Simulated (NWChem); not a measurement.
# CaF cation; SMILES [F][Ca+]

Results from NWChem. Pople sets run with spherical d functions. Each level has its own optimisation; frequencies are unscaled.

```json
[
 {"level": "BLYP/def2-SVP", "r Ca–F (Å)": "1.877", "highest harmonic frequency (cm⁻¹)": "708", "zero-point energy (kcal/mol)": "1.0"},
 {"level": "PBE0/def2-TZVP", "r Ca–F (Å)": "1.870", "highest harmonic frequency (cm⁻¹)": "696", "zero-point energy (kcal/mol)": "1.0"},
 {"level": "BP86/def2-TZVP", "r Ca–F (Å)": "1.876", "highest harmonic frequency (cm⁻¹)": "684", "zero-point energy (kcal/mol)": "1.0"},
 {"level": "LDA (Slater exchange, VWN5)/def2-SVP", "r Ca–F (Å)": "1.840", "highest harmonic frequency (cm⁻¹)": "749", "zero-point energy (kcal/mol)": "1.1"},
 {"level": "B3LYP/6-31G*", "r Ca–F (Å)": "1.981", "highest harmonic frequency (cm⁻¹)": "655", "zero-point energy (kcal/mol)": "0.9"}
]
```
